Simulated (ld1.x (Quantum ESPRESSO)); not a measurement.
# What one change does to a pseudopotential (Ga (Z = 31), RRKJ)

gallium, norm-conserving RRKJ (Kleinman–Bylander form), made with ld1.x (Quantum ESPRESSO) 7.5 (PBE, fully relativistic). Core [Ar] 3d10, reference 4s2 4p0.75 (charge +0.25). Waves: 4s (bound): rc 1.85 bohr; 4p (bound): rc 2.45 bohr. Local part: the p channel. Core correction: none. rho0 = 0.01.

Open shells are filled in proportion to 2j + 1 (rel_dist='average').

Change: core correction a·sin(br)/r model core inside 2.26 bohr.

Cutoffs: the cutoffs (Ry, on a coarse ladder) from which the occupation-weighted sum of valence levels, in a spherical-Bessel basis at the reference potential, stays within 10 and 1 mRy of its value at 400 Ry; they do not see the model core or the augmentation charge, which bear on the density cutoff. Errors are all-electron minus pseudo energies relative to the spin-unpolarised reference configuration.

Task: What does the change do?

Result: The potential gets neither clearly harder nor softer (35 Ry and 45 Ry → 35 Ry and 45 Ry); both files keep a bound ghost (s); of the 7 tests that both files solve, the error grows in 4 and shrinks in 2 by more than 15 % and 0.3 meV (median size 7.7 → 8.4 meV). A model core, the more so a compact one, raises the density cutoff, which this test does not measure.

| quantity | base | changed |
| --- | --- | --- |
| cutoff, loose | 35 Ry | 35 Ry |
| cutoff, tight | 45 Ry | 45 Ry |
| bound ghosts | s | s |
| largest miss of a reference level, eV | 0.09 | 0.09 |
| error for 4s2 4p1, meV [ΔE -0.83 eV] | +0.2 | -0.6 |
| error for 4s2 4p0, meV [ΔE 4.86 eV] | +7.7 | -9.3 |
| error for 4s1 4p0, meV [ΔE 25.99 eV] | +57 | -139 |
| error for 4s0 4p3, meV [ΔE 12.54 eV] | +105 | +8.4 |
| error for 4s2 4p0.5, meV [ΔE 1.21 eV] | +0.8 | -0.4 |
| error for 4s1 4p1, meV [ΔE 12.23 eV] | +10 | -28 |
| error for 4s2 4p1.3, meV [ΔE -1.36 eV] | +1.4 | -1.6 |
| s: phases at 2.64 bohr within 0.05 rad from the reference energy up to (Ry; the scan ends near 5) | 2.2 | 2.2 |
| p1/2: phases at 2.64 bohr within 0.05 rad from the reference energy up to (Ry; the scan ends near 5) | 3.0 | 3.0 |
| p3/2: phases at 2.64 bohr within 0.05 rad from the reference energy up to (Ry; the scan ends near 5) | 2.8 | 2.8 |

 A true bound ghost makes a file unfit for plane-wave use even where its test errors are small: the radial tests pick states by their node count and pass the ghost by.
